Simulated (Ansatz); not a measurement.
All numbers were calculated with Ansatz.

A structure relaxed at PBE0-D4/def2-TZVP, charge 0, multiplicity 1:

Cartesian coordinates in Å:
```
C -2.098 -0.504 -1.024
C -0.937 -0.235 -0.493
C 0.232 0.029 0.016
Al 1.709 -0.164 -1.229
Si 0.382 0.541 1.799
H -2.502 -1.509 -1.000
H -2.688 0.274 -1.496
H 3.182 0.132 -0.721
H 1.395 -0.613 -2.714
H -0.948 0.557 2.459
H 0.992 1.895 1.884
H 1.279 -0.403 2.519
```

Problem. Give its formula and SMILES.

Solution. C3H7AlSi, `C=C=[C]([AlH2])[SiH3]`.

Problem. Point group (tolerance 0.08 Å, 0.16 Å for H)?

Solution. Cs.

Problem. Summarise the bond lengths by kind.

Solution. 2 × C–C 1.303 to 1.304 Å; 2 × C–H 1.084 Å; 1 × Al–C 1.941 Å; 1 × C–Si 1.861 Å; 2 × Al–H 1.582 to 1.586 Å; 3 × H–Si 1.486 to 1.488 Å.
